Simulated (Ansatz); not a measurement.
Si₄Ge⁻. Total charge -1; doublet. Geometry B3LYP-D4/def2-SVPD.

```xyz
5

Si   -0.584    0.881   -1.229
Si    0.493    0.733    1.359
Si    0.025   -1.617   -0.103
Si   -1.593   -0.092    0.658
Ge    1.658    0.095   -0.685
```

B3LYP takes the VWN-RPA correlation. The structure comes from a short search, and lower isomers may exist.

(1) Estimate the α-spin orbital energies around the gap (eV) in Ansatz with HF/def2-TZVPD, r2SCAN-D4/def2-TZVPD, B3LYP-D4/def2-TZVPD, PBE0-D4/def2-TZVPD, r2SCAN0-D4/def2-TZVPD.

Answers

(1) 
```json
{"orbital": "HOMO−9", "HF/def2-TZVPD": "-13.26", "r2SCAN-D4/def2-TZVPD": "-8.16", "B3LYP-D4/def2-TZVPD": "-8.90", "PBE0-D4/def2-TZVPD": "-9.27", "r2SCAN0-D4/def2-TZVPD": "-9.59"}
{"orbital": "HOMO−8", "HF/def2-TZVPD": "-11.08", "r2SCAN-D4/def2-TZVPD": "-6.51", "B3LYP-D4/def2-TZVPD": "-7.25", "PBE0-D4/def2-TZVPD": "-7.58", "r2SCAN0-D4/def2-TZVPD": "-7.82"}
{"orbital": "HOMO−7", "HF/def2-TZVPD": "-11.08", "r2SCAN-D4/def2-TZVPD": "-6.51", "B3LYP-D4/def2-TZVPD": "-7.25", "PBE0-D4/def2-TZVPD": "-7.58", "r2SCAN0-D4/def2-TZVPD": "-7.82"}
{"orbital": "HOMO−6", "HF/def2-TZVPD": "-7.75", "r2SCAN-D4/def2-TZVPD": "-4.11", "B3LYP-D4/def2-TZVPD": "-4.69", "PBE0-D4/def2-TZVPD": "-4.97", "r2SCAN0-D4/def2-TZVPD": "-5.19"}
{"orbital": "HOMO−5", "HF/def2-TZVPD": "-5.04", "r2SCAN-D4/def2-TZVPD": "-2.36", "B3LYP-D4/def2-TZVPD": "-2.76", "PBE0-D4/def2-TZVPD": "-3.03", "r2SCAN0-D4/def2-TZVPD": "-3.19"}
{"orbital": "HOMO−4", "HF/def2-TZVPD": "-4.44", "r2SCAN-D4/def2-TZVPD": "-1.99", "B3LYP-D4/def2-TZVPD": "-2.35", "PBE0-D4/def2-TZVPD": "-2.62", "r2SCAN0-D4/def2-TZVPD": "-2.76"}
{"orbital": "HOMO−3", "HF/def2-TZVPD": "-4.44", "r2SCAN-D4/def2-TZVPD": "-1.99", "B3LYP-D4/def2-TZVPD": "-2.35", "PBE0-D4/def2-TZVPD": "-2.62", "r2SCAN0-D4/def2-TZVPD": "-2.76"}
{"orbital": "HOMO−2", "HF/def2-TZVPD": "-3.87", "r2SCAN-D4/def2-TZVPD": "-1.11", "B3LYP-D4/def2-TZVPD": "-1.45", "PBE0-D4/def2-TZVPD": "-1.69", "r2SCAN0-D4/def2-TZVPD": "-1.85"}
{"orbital": "HOMO−1", "HF/def2-TZVPD": "-3.10", "r2SCAN-D4/def2-TZVPD": "-1.11", "B3LYP-D4/def2-TZVPD": "-1.45", "PBE0-D4/def2-TZVPD": "-1.69", "r2SCAN0-D4/def2-TZVPD": "-1.79"}
{"orbital": "HOMO", "HF/def2-TZVPD": "-3.10", "r2SCAN-D4/def2-TZVPD": "-1.01", "B3LYP-D4/def2-TZVPD": "-1.34", "PBE0-D4/def2-TZVPD": "-1.63", "r2SCAN0-D4/def2-TZVPD": "-1.79"}
{"orbital": "LUMO", "HF/def2-TZVPD": "4.43", "r2SCAN-D4/def2-TZVPD": "1.75", "B3LYP-D4/def2-TZVPD": "2.18", "PBE0-D4/def2-TZVPD": "2.28", "r2SCAN0-D4/def2-TZVPD": "2.32"}
{"orbital": "LUMO+1", "HF/def2-TZVPD": "4.43", "r2SCAN-D4/def2-TZVPD": "1.75", "B3LYP-D4/def2-TZVPD": "2.18", "PBE0-D4/def2-TZVPD": "2.28", "r2SCAN0-D4/def2-TZVPD": "2.32"}
{"orbital": "LUMO+2", "HF/def2-TZVPD": "4.93", "r2SCAN-D4/def2-TZVPD": "2.88", "B3LYP-D4/def2-TZVPD": "3.10", "PBE0-D4/def2-TZVPD": "3.22", "r2SCAN0-D4/def2-TZVPD": "3.44"}
{"orbital": "LUMO+3", "HF/def2-TZVPD": "5.24", "r2SCAN-D4/def2-TZVPD": "3.01", "B3LYP-D4/def2-TZVPD": "3.10", "PBE0-D4/def2-TZVPD": "3.22", "r2SCAN0-D4/def2-TZVPD": "3.44"}
{"orbital": "LUMO+4", "HF/def2-TZVPD": "5.24", "r2SCAN-D4/def2-TZVPD": "3.01", "B3LYP-D4/def2-TZVPD": "3.31", "PBE0-D4/def2-TZVPD": "3.44", "r2SCAN0-D4/def2-TZVPD": "3.53"}
{"orbital": "LUMO+5", "HF/def2-TZVPD": "5.57", "r2SCAN-D4/def2-TZVPD": "3.37", "B3LYP-D4/def2-TZVPD": "3.33", "PBE0-D4/def2-TZVPD": "3.46", "r2SCAN0-D4/def2-TZVPD": "3.75"}
{"orbital": "β HOMO", "HF/def2-TZVPD": "-3.10", "r2SCAN-D4/def2-TZVPD": "-1.10", "B3LYP-D4/def2-TZVPD": "-1.43", "PBE0-D4/def2-TZVPD": "-1.67", "r2SCAN0-D4/def2-TZVPD": "-1.78"}
{"orbital": "β LUMO", "HF/def2-TZVPD": "3.37", "r2SCAN-D4/def2-TZVPD": "0.18", "B3LYP-D4/def2-TZVPD": "0.49", "PBE0-D4/def2-TZVPD": "0.68", "r2SCAN0-D4/def2-TZVPD": "0.79"}
```
